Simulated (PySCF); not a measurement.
O2Zr, triplet (typed; the unrestricted solution is spin-contaminated), at a GFN2-xTB geometry (such geometries of metal compounds can be far from the true shape) (the multiplicity is a formal guess) (core potentials on Zr); HF/def2-SV(P) in PySCF.

Here is a job for PySCF.
```python
from pyscf import gto, scf

mol = gto.Mole()
mol.atom = '''
    Zr   -0.105789   -0.117202   -0.151975
    O     1.510247    0.523816   -0.665234
    O    -0.981303    0.062193    1.425111
'''
mol.basis = 'def2-sv(p)'
mol.ecp = {'Zr': 'def2-sv(p)'}
mol.charge = 0
mol.spin = 2
mol.verbose = 4
mol.build()

mf = scf.UHF(mol)
mf.kernel()
```

Task: Predict the main parts of the log of this PySCF run.

Result: 
```
PySCF version 2.14.0

[INPUT] verbose = 4
[INPUT] num. atoms = 3
[INPUT] num. electrons = 28
[INPUT] charge = 0
[INPUT] spin (= nelec alpha-beta = 2S) = 2
[INPUT] symmetry False subgroup None
[INPUT] Mole.unit = angstrom
[INPUT] Symbol           X                Y                Z      unit          X                Y                Z       unit  Magmom
[INPUT]  1 Zr    -0.105789000000  -0.117202000000  -0.151975000000 AA   -0.199912236992  -0.221479681251  -0.287191127781 Bohr   0.0
[INPUT]  2 O      1.510247000000   0.523816000000  -0.665234000000 AA    2.853953210446   0.989868779665  -1.257110068749 Bohr   0.0
[INPUT]  3 O     -0.981303000000   0.062193000000   1.425111000000 AA   -1.854393915214   0.117527736865   2.693069487105 Bohr   0.0

nuclear repulsion = 66.3599234677284
number of shells = 22
number of NR pGTOs = 98
number of NR cGTOs = 52
basis = def2-sv(p)
ecp = {'Zr': 'def2-sv(p)'}

******** <class 'pyscf.scf.uhf.UHF'> ********
method = UHF
initial guess = minao
damping factor = 0
level_shift factor = 0
DIIS = <class 'pyscf.scf.diis.CDIIS'>
diis_start_cycle = 1
diis_space = 8
diis_damp = 0
SCF conv_tol = 1e-09
SCF conv_tol_grad = None
SCF max_cycles = 50
direct_scf = True
direct_scf_tol = 1e-13
number electrons alpha = 15  beta = 13
Set gradient conv threshold to 3.16228e-05
init E= -189.331394987899

cycle= 1 E= -195.900161559765  delta_E= -6.57  |g|= 0.57  |ddm|= 2.53
cycle= 2 E= -195.949369494146  delta_E= -0.0492  |g|= 0.455  |ddm|= 0.747
cycle= 3 E= -196.035982474293  delta_E= -0.0866  |g|= 0.0833  |ddm|= 0.393
cycle= 4 E= -196.044933422581  delta_E= -0.00895  |g|= 0.0412  |ddm|= 0.148
cycle= 5 E= -196.049866456468  delta_E= -0.00493  |g|= 0.0235  |ddm|= 0.131
cycle= 6 E= -196.052489404749  delta_E= -0.00262  |g|= 0.0146  |ddm|= 0.113
cycle= 7 E= -196.053957140933  delta_E= -0.00147  |g|= 0.00875  |ddm|= 0.109
cycle= 8 E= -196.054490606494  delta_E= -0.000533  |g|= 0.00625  |ddm|= 0.058
cycle= 9 E= -196.054865109957  delta_E= -0.000375  |g|= 0.00369  |ddm|= 0.0534
cycle= 10 E= -196.055011105138  delta_E= -0.000146  |g|= 0.00183  |ddm|= 0.0391
cycle= 11 E= -196.055037545525  delta_E= -2.64e-05  |g|= 0.00105  |ddm|= 0.0163
cycle= 12 E= -196.055043071123  delta_E= -5.53e-06  |g|= 0.000785  |ddm|= 0.00559
cycle= 13 E= -196.055047190071  delta_E= -4.12e-06  |g|= 0.000537  |ddm|= 0.00521
cycle= 14 E= -196.055051336479  delta_E= -4.15e-06  |g|= 0.0004  |ddm|= 0.00684
cycle= 15 E= -196.055054325621  delta_E= -2.99e-06  |g|= 0.000267  |ddm|= 0.00714
cycle= 16 E= -196.055055934898  delta_E= -1.61e-06  |g|= 0.000184  |ddm|= 0.00624
cycle= 17 E= -196.055056450823  delta_E= -5.16e-07  |g|= 0.000112  |ddm|= 0.00353
cycle= 18 E= -196.055056657632  delta_E= -2.07e-07  |g|= 5.17e-05  |ddm|= 0.00282
cycle= 19 E= -196.0550566845  delta_E= -2.69e-08  |g|= 2.04e-05  |ddm|= 0.00106
cycle= 20 E= -196.055056686958  delta_E= -2.46e-09  |g|= 1.46e-05  |ddm|= 0.000309
cycle= 21 E= -196.055056687678  delta_E= -7.19e-10  |g|= 1.19e-05  |ddm|= 5.4e-05
Extra cycle  E= -196.055056688015  delta_E= -3.37e-10  |g|= 1.07e-05  |ddm|= 2.15e-05
converged SCF energy = -196.055056688015  <S^2> = 2.2479769  2S+1 = 3.1609979
```
